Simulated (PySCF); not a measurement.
# Frontier orbitals and the lowest excitations

Compound: C2H7ClGe.
Z-matrix (Å and degrees, PBE0-D3(BJ)/def2-SVP geometry), rows numbered from 1:
```
C 
C   1  1.5136
Cl  2  1.8058  1  110.30
Ge  2  1.9735  1  113.98  3   120.66
H   1  1.1009  2  111.02  3    56.88
H   1  1.1021  2  110.04  3   176.62
H   1  1.1005  2  111.30  3   -63.43
H   2  1.1000  1  110.68  3  -116.20
H   4  1.5435  2  109.17  1    59.89
H   4  1.5357  2  109.63  1  -179.80
H   4  1.5374  2  108.29  1   -59.34
```

Theory: TDDFT wB97X-D/def2-SVPD, vertical, gas phase, core orbitals frozen in the response in PySCF 2.14.0, density-fitted response routines. The wB97X-D/def2-SVPD calculation is non-relativistic and has no spin–orbit coupling, an omission that weighs most on germanium.

Kohn–Sham orbitals with the atoms that hold most of them (Löwdin shares over 4%, at most four atoms; ? is withheld):

```
orbital  ε (eV)                             atoms
 LUMO+2    2.38  Ge4 27%, Cl3 24%, C2 15%, H11 9%
 LUMO+1    1.92  Cl3 33%, Ge4 27%, C2 15%, H9 11%
   LUMO    1.78                                 ?
   HOMO   -9.78   Cl3 50%, C2 22%, Ge4 14%, H9 4%
 HOMO-1  -10.47                                 ?
 HOMO-2  -11.40  Ge4 33%, H10 21%, H9 13%, Cl3 9%
 HOMO-3  -11.52  Ge4 40%, H11 32%, H10 12%, H9 6%
```

(1) Give the leading atoms of the HOMO-1.

(2) Give the leading atoms of the LUMO.

(3) How does S1 compare with the orbital gap of 11.56 eV?

Results:

(1) Cl3 (bonded to C) 78%; C2 (bonded to C, Cl, Ge and H) 10%; C1 (bonded to C and 3 H) 6%. By element: chlorine 78%, carbon 16%.

(2) Ge4 (bonded to C and 3 H) 44%; C1 (bonded to C and 3 H) 8%; H10 (bonded to Ge) 8%; H9 (bonded to Ge) 8%. By element: germanium 44%, hydrogen 15% or more, carbon 8% or more.

(3) S1 is at 6.79 eV (f = 0.020), 4.77 eV below the gap, made of HOMO→LUMO+1 (60%), HOMO→LUMO (17%), HOMO→LUMO+2 (12%). Its leading pair isn't HOMO and LUMO; the energies of that pair differ by 11.69 eV. 

Next come S2 at 7.32 eV (f 0.0019), HOMO-1→LUMO+1 (63%), HOMO-1→LUMO+2 (14%), HOMO-1→LUMO (12%); S3 at 7.62 eV (f 0.011), HOMO→LUMO (61%), HOMO→LUMO+2 (30%); S4 at 8.21 eV (f 0.138), HOMO→LUMO+2 (43%), HOMO→LUMO+1 (22%), HOMO→LUMO (17%); S5 at 8.35 eV (f 0.025), HOMO-1→LUMO (52%), HOMO-1→LUMO+2 (32%).

Löwdin shares depend on the basis, the more so with diffuse functions.

The run took 70 s of wall time on one thread of an x86-64 server, no GPU, on a shared host.
